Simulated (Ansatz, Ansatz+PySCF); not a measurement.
```xyz
2

Cu    0.0000    0.0000   -1.2054
Cu    0.0000    0.0000    1.2054
```

RHF-MP2 on singlet Cu2 was run in several spherical basis sets with Ansatz (development build ahead of 0.2.0). Frozen core: 10 orbitals. Caution for RHF-MP2: bonds are stretched, where a single reference can fail; stretched shape with no unrestricted run beside it, a lower state can exist.

Task: Rank the basis sets by the total energy that they give, lowest first, with the distance from the lowest.
A. 6-31G(d)
B. cc-pVTZ
C. cc-pVDZ
D. def2-TZVP
E. def2-SVP

Result: B (0.00 eV), C (12.57 eV), D (14.55 eV), E (43.99 eV), A (51.91 eV).

Totals follow the description of the cores as much as that of the bonds, so this order isn't one of quality for chemistry.
